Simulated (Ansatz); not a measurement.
Frontier orbitals of `C#[C][Hf]([OH])([OH])[F]`.

Charge 0, multiplicity 1. Correlated methods include outer-core shells of Hf, which these sets cover unevenly. Hf takes the def2 core potential. The structure was optimised at the PBE0-D4/def2-TZVP level. It is one conformer, not always the lowest. Basis def2-TZVPP, Ansatz.

```json
{"functional": "PBE", "HOMO (eV)": "-6.73", "LUMO (eV)": "-1.65", "gap (eV)": "5.08"}
{"functional": "BLYP", "HOMO (eV)": "-6.55", "LUMO (eV)": "-1.54", "gap (eV)": "5.01"}
{"functional": "PBE0", "HOMO (eV)": "-7.96", "LUMO (eV)": "-0.80", "gap (eV)": "7.16"}
{"functional": "B3LYP", "HOMO (eV)": "-7.70", "LUMO (eV)": "-1.03", "gap (eV)": "6.67"}
{"functional": "r2SCAN0", "HOMO (eV)": "-8.13", "LUMO (eV)": "-0.69", "gap (eV)": "7.44"}
{"functional": "ωB97X-V", "HOMO (eV)": "-10.32", "LUMO (eV)": "1.37", "gap (eV)": "11.69"}
{"functional": "ωB97M-V", "HOMO (eV)": "-10.20", "LUMO (eV)": "0.98", "gap (eV)": "11.18"}
```

Against PBE, PBE0 changes HOMO and LUMO by −1.23 and +0.85 eV, ωB97M-V by −3.47 and +2.64 eV. A gap of 5.08 eV thus becomes 11.19 eV for the same molecule, so an orbital gap means little without its functional. A positive LUMO is unbound and depends on the basis.

B3LYP here is the variant with VWN-RPA as its local correlation; programs differ in this.
